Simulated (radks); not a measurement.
Task: Calculated with a radial shooting solver on a logarithmic mesh with Libxc functionals: scalar-relativistic Kohn-Sham, PBE, spin-polarised, spherical densities, point nucleus; open shells are filled with parallel spins first (spin-orbit coupling, left out, can overturn this in heavy ions). Each species is in its NIST ground configuration. Rank In3+, Mo3+, Rb3+, Ag3+, Cd3+, Sn3+, Ru3+, Tc3+, I3+, Nb3+, Sb3+, Rh3+, Te3+, Pd3+, Zr3+, Sr3+, Xe3+ by mean radius of the outermost orbital (bohr), largest first.

Result: Te3+ 2.23, Sn3+ 2.12, I3+ 2.11, Sb3+ 2.02, Xe3+ 2.00, Zr3+ 1.83, Nb3+ 1.71, Mo3+ 1.60, Rb3+ 1.58, Tc3+ 1.51, Sr3+ 1.49, Ru3+ 1.43, Rh3+ 1.38, Pd3+ 1.31, Ag3+ 1.25, Cd3+ 1.20, In3+ 1.15.
